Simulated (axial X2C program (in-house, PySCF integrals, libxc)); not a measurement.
**LiGe⁻: cheaper levels and CCSD(T), two-component**

All values were computed with an in-house all-electron X2C program for linear molecules (integrals from PySCF). Two-component (2c) means X2C with spin–orbit coupling and atomic mean-field two-electron Coulomb and Gaunt terms. Basis: Ge dyall-acv3z [10s10p8d5f1g], Li dyall-av3z [9s9p3d] (cores contracted in-house); Gaussian nuclei, density fitting, unrestricted open shells. Masses: Ge 73.921 u, Li 7.016 u.

State: Ω = 1 (⟨Sz⟩ = 1.00, ⟨Lz⟩ = 0.00 at HF); fragments Ge- + Li.

```
level  Re (Å)  ωe (cm⁻¹)  De (eV)
 PBE0   2.598      298.5     1.24
   HF   2.682      270.5    0.998
 CCSD   2.645      290.4     1.18
  LDA   2.520      332.8     1.48
```

Correlated methods: 6 electrons correlated (number of frozen shells: Ge 3 s, 2 p, 1 d; Li 1 s), 258 virtual spin orbitals or spinors in MP2, 82 natural virtuals in coupled cluster.

CCSD(T), same Hamiltonian and basis:

Re = 2.642 Å, ωe = 292.6 cm⁻¹, De = 1.19 eV; T1 = 0.042 (Lee–Taylor normalisation).

Question: Give the differences from CCSD(T) in the columns below.

Answer: 

```csv
level,ΔRe (Å),Δωe (cm⁻¹),ΔDe (eV)
PBE0,-0.044,5.9,0.05
HF,0.040,-22.1,-0.19
CCSD,0.003,-2.2,-0.01
LDA,-0.122,40.2,0.29
```

Occupations by symmetry block were frozen at the best pattern of an incomplete PBE0 search. Dissociation energies refer to the lowest single-determinant-based atoms at the same level and basis. Density functionals use the spin component along the axis (collinear). CCSD and (T) use frozen natural virtuals with an MP2 correction for the truncation; (T) itself is uncorrected, so its De runs slightly low. PBE0 can misorder states that lie within some tenths of an eV, so this need not be the ground state of the molecule. The nearest other 2c determinant of the search, Ω = 2, lies 0.20 eV up at the distance of the search. The functionals have no current-density term, which raises determinants with orbital currents, atoms included. With several unpaired electrons one determinant need not be a pure state. Open-shell Ω = 0 determinants with evenly filled partner blocks cannot be reached by this program, so the Ω shown need not be the lowest component. This is the Ω = 1 component of a π² triplet; the 0⁺ component is not one determinant and can lie lowest. The highest occupied level of some functionals is positive through self-interaction error; at Hartree–Fock it is bound. The determinant is spin-polarised beyond a pure state at some levels (its spin-free form has ⟨S²⟩ too high), which makes Re and μ there less reliable. The T1 diagnostic is large, a sign of multireference character. With the outer-core shells frozen, correlated bond lengths of heavy atoms tend to come out a few hundredths of an ångström too long. Hartree–Fock gets electron affinities wrong, so its lowest charge split need not be the true one.
